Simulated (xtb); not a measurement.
C4H5O3, doublet, from a rough starting geometry; GFN2-xTB (xtb).

Input for xtb:
```
$ xtb mol.xyz --gfn 2 --uhf 1 --opt vtight --json

# file mol.xyz
12

C     -1.50180979     0.85803352     0.13082000
C     -0.39900308     0.20614009    -0.54284229
C      0.09208734    -1.07427443     0.08109323
O      1.34606970    -0.94150911     0.45153348
C      1.80947690     0.35043193     0.12432512
O      2.87314330     0.80692287     0.35443471
O      0.76610438     0.98726426    -0.39069652
H     -1.27242768     1.48824459     1.00117417
H     -2.50321977     0.80833070    -0.12206397
H     -0.68377546     0.08344816    -1.58126679
H     -0.51362543    -1.35195522     1.02538065
H     -0.03037197    -1.94796518    -0.61055150
```

The log (banner, timings and long lists left out):

```
   ID    Z sym.   atoms
    1    6 C      1-3, 5
    2    8 O      4, 6, 7
    3    1 H      8-12

           -------------------------------------------------
          |                Calculation Setup                |
           -------------------------------------------------

           -------------------------------------------------
          |                 G F N 2 - x T B                 |
           -------------------------------------------------

          ...................................................
          :                      SETUP                      :
          :.................................................:
          :  # basis functions                  33          :
          :  # atomic orbitals                  33          :
          :  # shells                           19          :
          :  # electrons                        39          :
          :  max. iterations                   250          :
          :  Hamiltonian                  GFN2-xTB          :
          :  restarted?                      false          :
          :  GBSA solvation                  false          :
          :  PC potential                    false          :
          :  electronic temp.          300.0000000     K    :
          :  accuracy                    1.0000000          :
          :  -> integral cutoff          0.2500000E+02      :
          :  -> integral neglect         0.1000000E-07      :
          :  -> SCF convergence          0.1000000E-05 Eh   :
          :  -> wf. convergence          0.1000000E-03 e    :
          :  Broyden damping             0.4000000          :
          :  net charge                          0          :
          :  unpaired electrons                  1          :
          ...................................................

 iter      E             dE          RMSdq      gap      omega  full diag
   1    -23.4025255 -0.234025E+02  0.519E+00    4.19       0.0  T
   2    -23.4457337 -0.432082E-01  0.284E+00    3.48       1.0  T
   3    -23.4465629 -0.829183E-03  0.132E+00    3.78       1.0  T
   4    -23.4491698 -0.260685E-02  0.146E-01    3.42       1.0  T
   5    -23.4492444 -0.746043E-04  0.742E-02    3.44       1.0  T
   6    -23.4492483 -0.387686E-05  0.305E-02    3.45       1.0  T
   7    -23.4492496 -0.136126E-05  0.786E-03    3.45       3.7  T
   8    -23.4492497 -0.927468E-07  0.252E-03    3.45      11.5  T
   9    -23.4492497 -0.186559E-07  0.797E-04    3.45      36.2  T
  10    -23.4492497 -0.925862E-09  0.269E-04    3.45     107.2  T

   *** convergence criteria satisfied after 10 iterations ***

         :::::::::::::::::::::::::::::::::::::::::::::::::::::
         ::                     SUMMARY                     ::
         :::::::::::::::::::::::::::::::::::::::::::::::::::::
         :: total energy             -23.237507717866 Eh    ::
         :: gradient norm              0.149145651513 Eh/a0 ::
         :: HOMO-LUMO gap              3.446378519842 eV    ::
         ::.................................................::
         :: SCC energy               -23.449242265785 Eh    ::
         :: -> isotropic ES            0.058313187543 Eh    ::
         :: -> anisotropic ES          0.003936408847 Eh    ::
         :: -> anisotropic XC         -0.001433305167 Eh    ::
         :: -> dispersion             -0.007193629545 Eh    ::
         :: repulsion energy           0.211734547919 Eh    ::
         :: add. restraining           0.000000000000 Eh    ::
         :: total charge              -0.000000000000 e     ::
         :::::::::::::::::::::::::::::::::::::::::::::::::::::

      -----------------------------------------------------------
     |                   =====================                   |
     |                        A N C O P T                        |
     |                   =====================                   |
     |               Approximate Normal Coordinate               |
     |                Rational Function Optimizer                |
      -----------------------------------------------------------
      -----------------------------------------------------------
     |                   =====================                   |
     |                        A N C O P T                        |
     |                   =====================                   |
     |               Approximate Normal Coordinate               |
     |                Rational Function Optimizer                |
      -----------------------------------------------------------

          ...................................................
          :                      SETUP                      :
          :.................................................:
          :   optimization level         verytight          :
          :   max. optcycles                   240          :
          :   ANC micro-cycles                  20          :
          :   degrees of freedom                30          :
          :.................................................:
          :   RF solver                   davidson          :
          :   write xtbopt.log                true          :
          :   linear?                        false          :
          :   energy convergence         0.1000000E-06 Eh   :
          :   grad. convergence          0.2000000E-03 Eh/α :
          :   maxmium RF displ.          1.0000000          :
          :   Hlow (freq-cutoff)         0.1000000E-01      :
          :   Hmax (freq-cutoff)         5.0000000          :
          :   S6 in model hess.         20.0000000          :
          ...................................................

generating ANC from exact Hessian ...
Using Lindh-Hessian (1995)
 Shifting diagonal of input Hessian by    0.0000000000000000
 Lowest  eigenvalues of input Hessian
    0.000000    0.000000    0.000000    0.000000    0.000000    0.000000
[...]
 * total energy  :   -23.2548578 Eh     change       -0.3327088E-03 Eh
 * total energy  :   -23.2549393 Eh     change       -0.8149554E-04 Eh
 * total energy  :   -23.2549591 Eh     change       -0.1979157E-04 Eh
 * total energy  :   -23.2549665 Eh     change       -0.7441018E-05 Eh
 * total energy  :   -23.2549702 Eh     change       -0.3693348E-05 Eh
 * total energy  :   -23.2549722 Eh     change       -0.1960266E-05 Eh
 * total energy  :   -23.2549778 Eh     change       -0.5608013E-05 Eh
 * total energy  :   -23.2549820 Eh     change       -0.4151316E-05 Eh
 * total energy  :   -23.2549849 Eh     change       -0.2955994E-05 Eh
 * total energy  :   -23.2549860 Eh     change       -0.1118231E-05 Eh
 * total energy  :   -23.2549862 Eh     change       -0.1258465E-06 Eh
 * total energy  :   -23.2549862 Eh     change       -0.2893386E-07 Eh
   *** GEOMETRY OPTIMIZATION CONVERGED AFTER 15 ITERATIONS ***
         :: total energy             -23.254986184086 Eh    ::
[...]
        20        1.0000           -0.3634829              -9.8909 (HOMO)
        21                         -0.2225910              -6.0570 (LUMO)
        22                         -0.0244834              -0.6662
        23                         -0.0074431              -0.2025
        24                          0.0392571               1.0682
        25                          0.0838589               2.2819
        26                          0.0882242               2.4007
        27                          0.1371315               3.7315
        28                          0.1590141               4.3270
        29                          0.1799351               4.8963
        30                          0.2569875               6.9930
        31                          0.3034235               8.2566
       ...                                ...                  ...
        33                          0.6890891              18.7511
      -------------------------------------------------------------
                  HL-Gap            0.1408919 Eh            3.8339 eV
             Fermi-level           -0.3511160 Eh           -9.5544 eV

     #   Z          covCN         q      C6AA      α(0)
     1   6 C        2.834    -0.119    31.008     9.125
     2   6 C        3.785     0.115    18.715     6.162
     3   6 C        3.747     0.067    19.520     6.302
     4   8 O        1.706    -0.266    18.415     5.794
     5   6 C        2.702     0.489    18.892     7.114
     6   8 O        0.856    -0.372    21.139     6.164
     7   8 O        1.706    -0.269    18.464     5.802
     8   1 H        0.926     0.079     1.990     2.206
     9   1 H        0.927     0.067     2.121     2.278
    10   1 H        0.924     0.069     2.091     2.262
    11   1 H        0.924     0.071     2.070     2.250
    12   1 H        0.924     0.069     2.100     2.266

 Mol. C6AA /au·bohr⁶  :       1514.717524
 Mol. C8AA /au·bohr⁸  :      33875.620774
 Mol. α(0) /au        :         57.724558

Wiberg/Mayer (AO) data.
largest (>0.10) Wiberg bond orders for each atom

 ---------------------------------------------------------------------------
     #   Z sym  total        # sym  WBO       # sym  WBO       # sym  WBO
 ---------------------------------------------------------------------------
     1   6 C    3.183 --     2 C    1.088     9 H    0.981     8 H    0.979
     2   6 C    3.931 --     1 C    1.088    10 H    0.946     7 O    0.940
                             3 C    0.914
     3   6 C    3.928 --     4 O    0.976    11 H    0.969    12 H    0.969
                             2 C    0.914
     4   8 O    2.279 --     5 C    1.060     3 C    0.976     6 O    0.139
     5   6 C    3.924 --     6 O    1.740     7 O    1.081     4 O    1.060
     6   8 O    2.073 --     5 C    1.740     7 O    0.141     4 O    0.139
     7   8 O    2.283 --     5 C    1.081     2 C    0.940     6 O    0.141
     8   1 H    0.994 --     1 C    0.979
     9   1 H    0.995 --     1 C    0.981
    10   1 H    0.995 --     2 C    0.946
    11   1 H    0.995 --     3 C    0.969
    12   1 H    0.995 --     3 C    0.969
 ---------------------------------------------------------------------------

Topologies differ in total number of bonds
Writing topology from bond orders to xtbtopo.mol

molecular dipole:
                 x           y           z       tot (Debye)
 q only:       -1.876      -0.687      -0.289
   full:       -2.073      -0.823      -0.374       5.749
molecular quadrupole (traceless):
                xx          xy          yy          xz          yz          zz
 q only:       -6.821      -2.680       2.730      -1.718       1.186       4.091
  q+dip:      -10.316      -4.053       2.884      -2.843       2.611       7.431
   full:       -9.983      -3.858       2.952      -2.817       2.214       7.031

           -------------------------------------------------
          |                Geometry Summary                 |
           -------------------------------------------------

      molecular mass/u    :      101.0808621
   center of mass at/Å    :        0.7381147       0.1711396       0.0413208
  moments of inertia/u·Å² :        0.8786546E+02   0.2082315E+03   0.2670894E+03
rotational constants/cm⁻¹ :        0.1918573E+00   0.8095619E-01   0.6311608E-01

 * 11 selected distances

     #   Z          #   Z                                           value/Å
     1   6 C        2   6 C                                       1.4671328 (max)
     3   6 C        4   8 O                                       1.4063211
     4   8 O        5   6 C                                       1.3478151
     5   6 C        6   8 O                                       1.1843891
     2   6 C        7   8 O                                       1.4231185
     5   6 C        7   8 O                                       1.3393172
     1   6 C        8   1 H                                       1.0713905
     1   6 C        9   1 H                                       1.0703096 (min)
     2   6 C       10   1 H                                       1.0975943
     3   6 C       11   1 H                                       1.0934255
     3   6 C       12   1 H                                       1.0928094

 * 3 distinct bonds (by element types)

   Z      Z             #   av. dist./Å        max./Å        min./Å
   1 H    6 C           5     1.0851059     1.0975943     1.0703096
   6 C    6 C           1     1.4671328     1.4671328     1.4671328
   6 C    8 O           5     1.3401922     1.4231185     1.1843891

optimized geometry written to: xtbopt.xyz

           -------------------------------------------------
          | TOTAL ENERGY              -23.254986184086 Eh   |
          | GRADIENT NORM               0.000037588878 Eh/α |
          | HOMO-LUMO GAP               3.833863793073 eV   |
           -------------------------------------------------

normal termination of xtb
```
